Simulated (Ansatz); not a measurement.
This geometry of HSSeSi (4 atoms, charge -1, multiplicity 1) is a first-order saddle point.

The calculation used Ansatz, RKS CAM-B3LYP/def2-SVP.

```xyz
4
Properties=species:S:1:pos:R:3
S -1.667 -0.238 1.555
Si -0.500 0.181 -0.022
Se 1.678 -0.432 -0.240
H 0.489 0.489 -1.293
```

Which two structures does it join? (They come from a converged band through this point; their orientation in space is the band's.)

Bonds broken: Si2–H4. Bonds formed: Se3–H4.

Initial state:

```xyz
4
Properties=species:S:1:pos:R:3
S -1.617 -0.075 1.203
Si -0.038 0.017 -0.010
Se 1.971 -0.698 0.102
H -0.315 0.756 -1.296
```

Final state:

```xyz
4
Properties=species:S:1:pos:R:3
S -1.456 -0.493 1.922
Si -1.096 0.311 0.114
Se 1.260 -0.236 -0.357
H 1.292 0.418 -1.678
```

How far does it lie above each of them?

2.43 eV above the first and 1.54 eV above the second. This is the barrier of this one path; another mechanism may lie lower. The orbitals stay closed-shell, which can raise the energy where a bond breaks towards radicals; this wasn't checked here. Limits of this set-up: an anion without diffuse functions, the dipole of an ion depends on the origin.

Run time: 110 s on 2 threads of Arm Neoverse N1, with other jobs on the host, peak memory 0.17 GiB.
